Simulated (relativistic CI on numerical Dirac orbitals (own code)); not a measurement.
# Energy levels of Sm¹³⁺

Method of calculation: Dirac-Coulomb-Breit CI, separate exchange-only KLI orbitals for each configuration, model QED (radiative potential, 1s self-energy scaled to tabulated hydrogen-like ionisation energies), unscaled Slater integrals (own radial code, finite nucleus).

Configurations in the expansion (outside the closed core [Kr]): 4d10.4f.5s2, 4d10.4f3, 4d10.4f2.5s, 4d10.4f.5s.5p, 4d10.5s2.5p, 4d10.4f2.5p, 4d10.5s.5p2, 4d10.4f.5s.5d, 4d10.4f2.5d, 4d10.5s2.5d, 4d10.4f.5s.5f, 4d10.4f.5p.5d, 4d9.4f2.5s2, 4d10.4f.5p2, 4d10.5p3, 4d10.5p2.5d, 4d10.4f.5d2, 4d10.5p.5d2, 4d10.5d3, 4d10.5s.5p.5d, 4d10.5p.5d.5f. Double excitations out of closed p, d and f shells are left out; levels of such configurations are missing from the list, as are those of other unlisted configurations, and high levels can miss mixing partners. Some configurations lack a partner that the ground configuration has and come out too high, among them 4d9.4f2.5s2.

The lowest level is 4d10.4f.5s2 2F°_5/2, with 98 % of that term; Hund's rules for 4d10.4f.5s2 give 2F° with J = 5/2, in agreement.

```
No.  Configuration  Term     J   E (eV)    %  Landé g  Lifetime (s)  jj configuration (%)
  1    4d10.4f.5s2   2F°   5/2   0.0000   98    0.855                          4f5/2 (98)
  2    4d10.4f.5s2   2F°   7/2   0.7390   98    1.142      4.09e-01            4f7/2 (98)
  3    4d10.4f2.5s    4H   7/2   2.1524   98    0.670      1.67e-01       4f5/2^2 5s (87)
  4    4d10.4f2.5s    4H   9/2   2.4247   94    0.969      1.90e-01       4f5/2^2 5s (53)
  5    4d10.4f2.5s    4H  11/2   2.8242   98    1.131      6.58e-01   4f5/2 4f7/2 5s (87)
  6    4d10.4f2.5s    4H  13/2   3.2786  100    1.230      6.68e-01       4f7/2^2 5s (82)
  7    4d10.4f2.5s    4F   3/2   3.4211   98    0.405      5.42e-03       4f5/2^2 5s (67)
  8    4d10.4f2.5s    4F   5/2   3.5963   97    1.027      7.85e-03   4f5/2 4f7/2 5s (57)
  9    4d10.4f2.5s    2H   9/2   3.8034   53    1.044      2.74e-03   4f5/2 4f7/2 5s (54)
 10    4d10.4f2.5s    4F   7/2   3.8270   95    1.221      8.76e-03   4f5/2 4f7/2 5s (94)
 11    4d10.4f2.5s    4F   9/2   4.0400   56    1.159      4.06e-03   4f5/2 4f7/2 5s (86)
 12    4d10.4f2.5s    2G   7/2   4.5512   84    0.922      5.40e-04   4f5/2 4f7/2 5s (70)
 13    4d10.4f2.5s    2H  11/2   4.6547   97    1.090      2.11e-01       4f7/2^2 5s (67)
 14    4d10.4f2.5s    2G   9/2   4.8778   73    1.146      4.90e-04       4f7/2^2 5s (84)
 15    4d10.4f2.5s    2F   5/2   5.0657   95    0.868      2.15e-04   4f5/2 4f7/2 5s (65)
 16    4d10.4f2.5s    2F   7/2   5.6951   88    1.118      3.03e-04       4f7/2^2 5s (76)
 17    4d10.4f2.5s    2D   5/2   6.9623   78    1.261      3.14e-04   4f5/2 4f7/2 5s (53)
 18    4d10.4f2.5s    2D   3/2   7.0323   90    0.855      1.02e-04   4f5/2 4f7/2 5s (36)
 19    4d10.4f2.5s    4P   1/2   7.5517   99    2.658      1.20e+00       4f5/2^2 5s (48)
 20    4d10.4f2.5s    4P   3/2   7.7302   94    1.685      1.45e-03   4f5/2 4f7/2 5s (88)
 21    4d10.4f2.5s    2I  13/2   7.8517  100    1.076      1.12e-01   4f5/2 4f7/2 5s (82)
 22    4d10.4f2.5s    2I  11/2   7.8649   99    0.923      1.22e-01   4f5/2 4f7/2 5s (80)
 23    4d10.4f2.5s    4P   5/2   8.0419   82    1.526      7.62e-04       4f7/2^2 5s (76)
 24       4d10.4f3   4I°   9/2   8.5812   97    0.731      1.21e-04          4f5/2^3 (61)
 25       4d10.4f3   4I°  11/2   8.9790   99    0.965      1.64e-04    4f5/2^2 4f7/2 (87)
 26    4d10.4f2.5s    2P   1/2   9.0581   99    0.678      2.77e-01   4f5/2 4f7/2 5s (72)
 27    4d10.4f2.5s    2P   3/2   9.3353   96    1.317      8.45e-04   4f5/2 4f7/2 5s (50)
 28       4d10.4f3   4I°  13/2   9.3994  100    1.106      2.29e-04    4f5/2 4f7/2^2 (81)
 29       4d10.4f3   4I°  15/2   9.8334   99    1.197      3.09e-04          4f7/2^3 (51)
 30       4d10.4f3   4F°   3/2  11.2862   94    0.428      1.35e-05          4f5/2^3 (42)
```

Energies count from the lowest computed level; ° marks odd parity; lifetimes are radiative, by E1, M1, E2, M2, E3 decay to levels of this space only. Filled j subshells are mostly left out of the jj labels.

The mean weight of the leading LS term, summed over parents, in these 30 levels is 92 %, and that of the leading jj configuration (from the same eigenvectors) 71 %, so LS coupling describes them better.

At this charge transitions that keep the count of f electrons are usually good to a few per cent. Terms inside the open d or f shell come out 10 to 20 % too wide with unscaled integrals. Levels and lines within the n = 5 or 6 shells can be off by up to 10 % or somewhat more, and those that change n by about 2 %, since core polarisation is missing. Levels that differ in their count of f electrons can be misplaced by several ten thousand cm⁻¹, since the correlation energy of f electrons is missing or only estimated; rates across such gaps can be off by orders of magnitude.

LS names give the leading component of a level, which can be under half, so a name can repeat, a term be missing and a line seem to break the LS rules.
